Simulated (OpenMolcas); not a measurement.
neutral rubidium: CASPT2 settings compared

```
Program             : OpenMolcas 26.06
Basis               : ANO-RCC-VQZP [8s7p4d2f1g]
Scalar Hamiltonian  : DKH3, point nucleus
Active space        : 1 electron in 4 orbitals (5s 5p)
State averaging     : 2S+1 = 2 even, 1 root; 2S+1 = 2 odd, 3 roots
Spin-orbit coupling : state interaction with AMFI integrals over the reference wave functions, term energies averaged over their components
```

Methods on the same reference wave functions:
A. CASSCF
B. SS-CASPT2, IPEA 0.4 Eh, real shift 0.5 Eh (closed shells correlated: 3d 4s 4p)
C. SS-CASPT2, IPEA 0.2 Eh, real shift 0.05 Eh (closed shells correlated: 4s 4p)
D. XMS-CASPT2, IPEA 0.3 Eh, sigma2 regulariser 0.3 Eh (closed shells correlated: 4s 4p)

Energies in eV above 5s ²S_1/2, the measured ground level; measured values from NIST Handbook of Basic Atomic Spectroscopic Data.

```tsv
Level	A	B	C	D	Measured
5s ²S_1/2	0.0000	0.0000	0.0000	0.0000	0.0000
5p ²P°_1/2	1.3317	1.539	1.558	1.546	1.5596
5p ²P°_3/2	1.3485	1.556	1.574	1.562	1.5890
```

Deviations, from unrounded energies. A percentage is the sum of absolute deviations over the sum of measured energies, with the sign that they share, or ± where signs differ.

```
           Against measurement  Levels      A     B     C     D
mean absolute deviation (cm-1)       2   1900   220    67   160
      other configurations (%)       2  -14.9  -1.7  -0.5  -1.3
```

C lies closest to measurement on these levels and A furthest from it. The largest miss of C in the table is 5p ²P°_3/2, by -120 cm-1. The ranking rests on the paired levels alone, and a cruder setting can come out closer through cancelling errors.

Among B to D the level of the table that moves most is 5p ²P°_1/2, by 150 cm-1 (lowest in B, highest in C).

The lowest spin-free term lies below A's lowest term by 0.298 hartree in B, 0.208 hartree in C, 0.208 hartree in D.

ANO sets are built for ground and valence states and can reach diffuse excited orbitals poorly. With one active electron the reference holds no correlation, so core polarisation is missing (holds for A). With one active electron, CASPT2 adds the correlation within the correlated inactive shells and between them and that electron, and leaves the splitting within a term as the reference gives it (holds for B; C; D). Measured partners are found by configuration, term and J. A level has none where our copy of the source lacks it or the pairing is in doubt (some pairs that miss far off the trend of their configuration count as doubtful), and it then counts in no deviation. Only configurations of the active space appear.

° marks odd parity.
